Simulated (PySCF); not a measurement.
## Calculated NMR parameters of C=C(C#N)C[SiH2]C(=O)OC

```yaml
Formula: C6H9NO2Si
SMILES: C=C(C#N)C[SiH2]C(=O)OC
Point_group_of_the_computed_structure: C1
Degrees_of_unsaturation: 4
Carbon_signals: 6
Proton_signals: 5
```

Mapped SMILES: `[CH2:1]=[C:2]([C:3]#[N:4])[CH2:5][SiH2:6][C:7](=[O:8])[O:9][CH3:10]`. Each H is labelled by its parent atom. Ha(C1) is cis to C3; Hb(C1) is trans to C3.

Theoretical values (PySCF 2.14.0 with density-fitted response routines): PBE0/pcSseg-1 with gauge-including orbitals, GFN2-xTB structure. No relativistic terms, equivalent nuclei averaged, one computed conformer, gas phase.

Chemical shifts δ = σref − σ; $^{1}$H (σref 31.72), $^{13}$C (σref 186.93), $^{29}$Si (σref 349.16) vs TMS; $^{15}$N (σref 267.73) vs NH3; H2O for $^{17}$O (σref 336.08), all at this level.

```tsv
carbon	δC, type	δH (multiplicity)	HMBC from (2–3 bonds)	span of the C tensor (ppm)
C1	137.1, CH2	Ha(C1) 6.08 (m); Hb(C1) 6.01 (m)	H(C5)	226
C2	126.7, C	–	Ha(C1), Hb(C1), H(Si6), H(C5)	215
C3	123.6, C	–	Ha(C1), Hb(C1), H(C5)	353
C5	23.6, CH2	2.24 (t)	Ha(C1), Hb(C1), H(Si6)	48
C7	187.5, C	–	H(Si6), H(C10), H(C5)	171
C10	52.8, CH3	3.94 (s)	–	76
```

Other nuclei:
| atoms | nucleus | environment | δ (ppm) | σ (ppm) |
| --- | --- | --- | --- | --- |
| H(Si6) | $^{1}$H | hydrogen on a silicon bonded to 2 C | 4.46 | 27.25 |
| Si6 | $^{29}$Si | silicon bonded to 2 C, 2 H | -54.4 | 403.6 |
| N4 | $^{15}$N | nitrile nitrogen | 318.0 | -50.2 |
| O8 | $^{17}$O | ester carbonyl oxygen | 514.4 | -178.3 |
| O9 | $^{17}$O | ester alkoxy oxygen | 222.4 | 113.7 |

Carbon types of the structure: 3 × C, 2 × CH2, 1 × CH3, leaving 2 H on heteroatoms. δC 187.5: carbonyl carbon. δC 137.1: terminal =CH2 carbon; the olefinic region. δC 126.7: fully substituted alkene carbon; the olefinic region. δC 123.6: nitrile carbon; typical of a nitrile. δC 52.8: methyl carbon bonded to O; the inductive effect lowers its shielding.

Shifts are as computed. Against solution values, carbons near 30 ppm lie about +3 ppm off and those near 130 ppm about +5 ppm. Of 1211 compounds with measured shifts, 218 miss one by over three times the rms of a fit or turn the order of signals round; such compounds aren't used in these exercises. Unscaled 17O shifts of doubly bonded oxygen tend to come out too high, by tens of ppm or more. Experimental scales use liquid or dissolved standards, which lie at an offset from isolated NH3 (liquid NH3: subtract about 20 ppm) and H2O (liquid H2O: subtract about 36 ppm). Unscaled 15N shifts of sp2 nitrogen come out 20 to 40 ppm too high even then. Multiplicities follow the n + 1 count of equivalent neighbours, as no J values were calculated; m marks all less simple cases, F and P coupling included.
